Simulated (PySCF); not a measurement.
PySCF 2.14 output of an unrestricted TPSSh calculation on a single atom or ion in x2c-TZVPPall with one added diffuse shell each of s, p, d, f type (12s8p8d5f2g, 129 functions), with the spin-free X2C one-electron Hamiltonian (Gaussian nucleus):

```
SCF conv_tol = 1e-09
number electrons alpha = 30  beta = 27
    V. N. Staroverov, G. E. Scuseria, J. Tao, and J. P. Perdew.,  J. Chem. Phys. 119, 12129 (2003)
cycle= 1 E= -9235.61844924974  delta_E= -0.0164  |g|= 0.0782  |ddm|= 0.214
cycle= 2 E= -9235.61820374368  delta_E= 0.000246  |g|= 0.086  |ddm|= 0.133
cycle= 3 E= -9235.61919884027  delta_E= -0.000995  |g|= 0.00495  |ddm|= 0.0608
cycle= 4 E= -9235.61920215279  delta_E= -3.31e-06  |g|= 0.000458  |ddm|= 0.00418
cycle= 5 E= -9235.61920219082  delta_E= -3.8e-08  |g|= 4.72e-05  |ddm|= 0.000714
cycle= 6 E= -9235.61920219126  delta_E= -4.42e-10  |g|= 2.97e-06  |ddm|= 3.95e-05
converged SCF energy = -9235.61920219126  <S^2> = 3.7512671  2S+1 = 4.0006335
```

The run itself started from symmetry-adapted Hartree-Fock orbitals and held the occupation by maximum overlap, on a logarithmic radial grid, so the iterations belong to that start.

Which element, charge and spin multiplicity is this?

Pr²⁺ (praseodymium, charge +2), multiplicity 4; the state was [Xe] 4f3, one real determinant.

⟨L²⟩ = 34.00 against 42 for a pure I term, so this real determinant mixes terms. Spin-orbit coupling, absent here, splits the open shell strongly.
